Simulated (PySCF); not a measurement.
**How methods differ on the ionisation energy of Te⁺**

Te⁺ [Kr] 4d10 5s2 5p3 (4S) → Te²⁺ [Kr] 4d10 5s2 5p2 (3P), as a difference of total energies. Calculation: PySCF 2.14, in cc-pVDZ-PP with ECP28MDF (4s3p2d, 23 functions); scalar relativity through the core potential. Correlated levels: valence: 4s2 4p6 4d10 frozen. The calculations carry no spin-orbit coupling.

```json
{"method": "UHF", "ionisation energy (eV)": "18.365"}
{"method": "M06-2X", "ionisation energy (eV)": "18.792"}
{"method": "MN15", "ionisation energy (eV)": "18.857"}
{"method": "MP2 (valence)", "ionisation energy (eV)": "18.663"}
{"method": "SCS-MP2 (valence)", "ionisation energy (eV)": "18.561"}
{"method": "CCSD (valence)", "ionisation energy (eV)": "18.626"}
{"method": "CCSD(T) (valence)", "ionisation energy (eV)": "18.628"}
```

Problem. How much does correlation contribute at CCSD(T) (valence)?

Solution. 18.628 − (18.365) = 0.263 eV, measured against UHF.

The reference lies between the lowest fine-structure levels, while these numbers refer to the centres of the terms.

Errors of the correlated levels include the incompleteness of this basis and the frozen core.

For comparison: 18.6 ± 0.4 eV (measured; NIST Atomic Spectra Database, ionization energies).
